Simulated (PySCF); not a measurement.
## Orbital picture of NaCd⁺

r²SCAN at R = 3.125 Å; Na cc-pVDZ, Cd cc-pVDZ-PP with ECP28; scalar-relativistic core potentials (PySCF 2.14). State: ¹Σ⁺ (singlet), closed shell. Only the outer orbitals are listed, counted within each symmetry, core potentials removing the inner ones.

```json
{"orbital": "6σ", "occ.": "2", "ε (eV)": "-16.95", "on Na (%)": "0", "main shells (%)": "100 Cd d"}
{"orbital": "3π", "occ.": "2", "ε (eV)": "-16.91", "on Na (%)": "0", "main shells (%)": "100 Cd d"}
{"orbital": "3π", "occ.": "2", "ε (eV)": "-16.91", "on Na (%)": "0", "main shells (%)": "100 Cd d"}
{"orbital": "1δ", "occ.": "2", "ε (eV)": "-16.85", "on Na (%)": "0", "main shells (%)": "100 Cd d"}
{"orbital": "1δ", "occ.": "2", "ε (eV)": "-16.85", "on Na (%)": "0", "main shells (%)": "100 Cd d"}
{"orbital": "7σ", "occ.": "2", "ε (eV)": "-10.71", "on Na (%)": "6", "main shells (%)": "93 Cd s"}
{"orbital": "8σ", "occ.": "0", "ε (eV)": "-6.32", "on Na (%)": "54", "main shells (%)": "52 Na s, 37 Cd p, 8 Cd s"}
{"orbital": "4π", "occ.": "0", "ε (eV)": "-5.25", "on Na (%)": "17", "main shells (%)": "83 Cd p, 13 Na p"}
{"orbital": "4π", "occ.": "0", "ε (eV)": "-5.25", "on Na (%)": "17", "main shells (%)": "83 Cd p, 13 Na p"}
```

Problem. Which are the highest filled and the lowest empty level, where do they sit, and how wide is the gap?

Solution. Highest filled 7σ at -10.71 eV (in %: 93 Cd s); lowest empty 8σ at -6.32 eV (in %: 52 Na s, 37 Cd p, 8 Cd s); the gap at r²SCAN is 4.39 eV.

| Property | Result |
| --- | --- |
| bond order (Mayer) | 0.24 |
| ⟨S²⟩ | 0.000 |
| charge on Na (Mulliken, basis-dependent) | 0.87 |
| charge on Na (Löwdin, basis-dependent) | 0.55 |
| dipole moment (positive dipole points towards Cd; it is taken about the centre of mass and depends on that origin) | -9.07 D |

Closed-shell solutions of metal pairs were not tested for spin polarisation, which can lower them a little.
